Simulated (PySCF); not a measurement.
Stepwise substitution at one centre (In CH3-NH2). Isolated molecules, 0 K electronic values unless said otherwise. One relaxed conformer stands for each flexible species; it need not be the lowest. Strings in code marks are SMILES.

Calculation: ωB97X-D3(BJ)/def2-TZVP // B3LYP-D3(BJ)/def2-TZVP (PySCF). Delta-SCF ions had no search for a lower state. Excitations are Tamm–Dancoff values on a coarser integration grid. The basis has no diffuse functions, so Rydberg states are missing or too high.

```
species                                               vertical ionisation energy (Delta-SCF) (eV)  T1 excitation (TDA) (eV)  S1 excitation (TDA) (eV)  HOMO–LUMO gap (eV)  S1 oscillator strength
----------------------------------------------------  -------------------------------------------  ------------------------  ------------------------  ------------------  ----------------------
0 of 3 CH3 replaced by NH2 (`[CH3][In]([CH3])[CH3]`)                                         9.13                      4.81                      5.01               10.12                   0.000
1 of 3 CH3 replaced by NH2                                                                   8.74                      4.94                      5.75               10.30                   0.063
2 of 3 CH3 replaced by NH2 (`[NH2][In]([NH2])[CH3]`)                                         8.96                      4.96                      5.46               10.55                   0.013
3 of 3 CH3 replaced by NH2                                                                   9.18                      4.56                      5.34               10.26                   0.056
```
